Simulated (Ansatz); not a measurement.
Relaxation of F3H4PSi (9 atoms, charge 0, multiplicity 1), to a largest force component of 0.03 eV/Å in at most 50 steps.

Theory: Ansatz, RKS r2SCAN-D4/def2-SVP.

```xyz
9
Properties=species:S:1:pos:R:3
Si -0.593 -0.072 -0.344
H 0.068 0.203 2.233
F 0.866 -0.056 0.335
F -0.629 1.163 -1.372
F -0.637 -1.416 -1.229
P -2.296 0.107 1.028
H -3.165 -0.373 -0.006
H -2.075 -1.196 1.566
H -0.363 0.327 2.792
```

Q: Where does it end, and by what steps?

A: The run converged. After 6 steps the energy has fallen by 0.213 eV; H9 moved furthest, 0.73 Å.

```json
{"step": "0", "energy less start (eV)": "0.0000", "largest force component (eV/Å)": "1.460", "accepted": "yes"}
{"step": "1", "energy less start (eV)": "-0.1445", "largest force component (eV/Å)": "0.211", "accepted": "yes"}
{"step": "2", "energy less start (eV)": "-0.1880", "largest force component (eV/Å)": "0.174", "accepted": "yes"}
{"step": "3", "energy less start (eV)": "-0.2059", "largest force component (eV/Å)": "0.093", "accepted": "yes"}
{"step": "4", "energy less start (eV)": "-0.2101", "largest force component (eV/Å)": "0.082", "accepted": "yes"}
{"step": "5", "energy less start (eV)": "-0.2113", "largest force component (eV/Å)": "0.147", "accepted": "yes"}
{"step": "6", "energy less start (eV)": "-0.2127", "largest force component (eV/Å)": "0.012", "accepted": "yes"}
```

```xyz
9
Properties=species:S:1:pos:R:3
Si -0.680 -0.085 -0.530
H 0.316 0.277 2.718
F 0.696 0.021 0.297
F -0.682 1.091 -1.622
F -0.624 -1.472 -1.341
P -2.427 0.114 0.831
H -3.289 -0.435 -0.170
H -2.152 -1.166 1.407
H 0.018 0.342 3.412
```

Whether the end is a true minimum wasn't checked by a vibrational analysis.

Run time: 15 s on 4 threads of Arm Neoverse V1, on a shared host, peak memory 0.17 GiB.
